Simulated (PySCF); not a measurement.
# Hg (mercury, neutral) across methods

[Xe] 4f14 5d10 6s2, closed-shell 1S. Computed with PySCF 2.14 in x2c-TZVPPall with one added diffuse shell each of s, p, d, f type (12s8p8d4f1g, 113 functions), with scalar relativity by spin-free X2C-1e.

| method | E (hartree) | mean ε 5p (eV) | mean ε 5d (eV) | mean ε 6s (eV) | Σ⟨r²⟩ (bohr²) | ⟨S²⟩ |
| --- | --- | --- | --- | --- | --- | --- |
| M06 | -19626.03 | -71.494 | -11.935 | -7.512 | 61.82 | 0.000 |
| UHF | -19619.90712 | -83.023 | -16.523 | -8.888 | 62.23 | 0.000 |
| TPSSh | -19625.04 | -69.086 | -10.775 | -7.084 | 61.41 | 0.000 |
| PBE | -19625.81 | -67.034 | -9.995 | -6.834 | 61.57 | 0.000 |
| PBE0 | -19625.54 | -71.279 | -11.839 | -7.567 | 61.38 | 0.000 |
| BP86 | -19628.10 | -67.180 | -10.112 | -7.017 | 61.39 | 0.000 |
| LDA | -19613.86 | -67.284 | -10.207 | -7.144 | 61.34 | 0.000 |

Task: Estimate the same row for r2SCAN.

Result: E (hartree) = -19625.81; mean ε 5p (eV) = -68.843; mean ε 5d (eV) = -10.364; mean ε 6s (eV) = -7.070; Σ⟨r²⟩ (bohr²) = 61.05; ⟨S²⟩ = 0.000.

Spin-orbit coupling, which splits the p, d and f shells strongly at this Z, is absent.
